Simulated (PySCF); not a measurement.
Relaxation of triplet H₄RuO

Method: UPBE0/[Ru def2-TZVP with ECP28, O def2-TZVP, H def2-TZVP], scalar-relativistic core potentials, density fitting, no spin–orbit coupling, PySCF. A (50,194) grid was used.

A start displaced from a saddle point along its imaginary mode, with no symmetry imposed:

Coordinates in bohr (charge 0 multiplicity 3):
```
Ru    0.0020    0.3331    0.1297
O    -0.0103   -2.7204   -0.9011
H    -0.0612    1.3933    2.9817
H     2.0191    2.6135   -0.4231
H     0.2268    3.1775   -1.0235
H    -2.2210    2.3065   -0.3460
```

Optimiser trace:
```csv
step,E − E(last) (kJ/mol),largest gradient (Eh/bohr)
0,71.40,0.00633
1,67.52,0.00736
2,60.66,0.00830
3,51.30,0.00988
4,47.96,0.05922
5,30.83,0.02199
6,25.07,0.01278
7,14.17,0.01194
8,7.06,0.01588
9,3.85,0.01263
10,2.91,0.00826
11,1.85,0.00527
12,1.22,0.00303
13,0.81,0.00311
14,0.49,0.00271
15,0.29,0.00291
16,0.21,0.00192
17,0.12,0.00094
18,0.08,0.00114
19,0.05,0.00102
20,0.03,0.00072
21,0.01,0.00037
22,0.00,0.00054
23,0.00,0.00028
```

It ends at C1 with H–H 0.782 Å, Ru–H 1.560 Å, Ru–H 1.563 Å, Ru–H 1.986 Å, Ru–H 2.008 Å, Ru–O 1.679 Å; H–H–Ru 77.1°, H–H–Ru 80.3°, H–Ru–H 22.6°, H–Ru–H 71.4°, H–Ru–H 82.5°, H–Ru–H 86.0°, H–Ru–H 89.3°, H–Ru–H 94.0°, H–Ru–O 100.3°, H–Ru–O 100.6°, H–Ru–O 163.5°, H–Ru–O 168.8°. No frequency check is given, so it may be a saddle point.

Final geometry:
```xyz
6
charge 0 multiplicity 3, angstrom
Ru    0.1116    0.1075   -0.0953
O    -0.3798   -1.4975   -0.0658
H    -0.0793    0.4932    1.4037
H     1.1676    1.7928   -0.3703
H     0.4275    2.0425   -0.4081
H    -1.2711    0.8206   -0.2432
```

Other spin states or occupations of the open shell can lie lower. At this level a singlet minimum of C4v symmetry lies 69 kJ/mol below this structure.

The relaxation took 41 s on 4 threads of a shared AMD EPYC 9R45 96-Core (Zen 5) host, with 95 basis functions and 24 gradients; the process peaked at 1.4 GiB.
